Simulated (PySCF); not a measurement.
Excitations are Tamm–Dancoff values on a coarser integration grid. The basis has no diffuse functions, so Rydberg states are missing or too high.

Cartesian coordinates (Å):
SMILES: CNC=O
```xyz
9

C     -1.1208     0.0221     0.0815
N      0.2413    -0.4682     0.1651
C      1.3192     0.2633    -0.2100
O      1.2862     1.3920    -0.6523
H     -1.7229    -0.6018    -0.5820
H     -1.0848     1.0319    -0.3192
H     -1.5902     0.0479     1.0669
H      0.4079    -1.3958     0.5172
H      2.2642    -0.2915    -0.0671
```
Charge 0, multiplicity 1.

Problem. What S1 excitation (TDA), LUMO and S1 oscillator strength does PBE-D3(BJ)/def2-TZVP // B3LYP-D3(BJ)/def2-TZVP run with PySCF give?

Solution. 
```yaml
S1 excitation (TDA): 5.63 eV
LUMO: -0.41 eV
S1 oscillator strength: 0.002
```
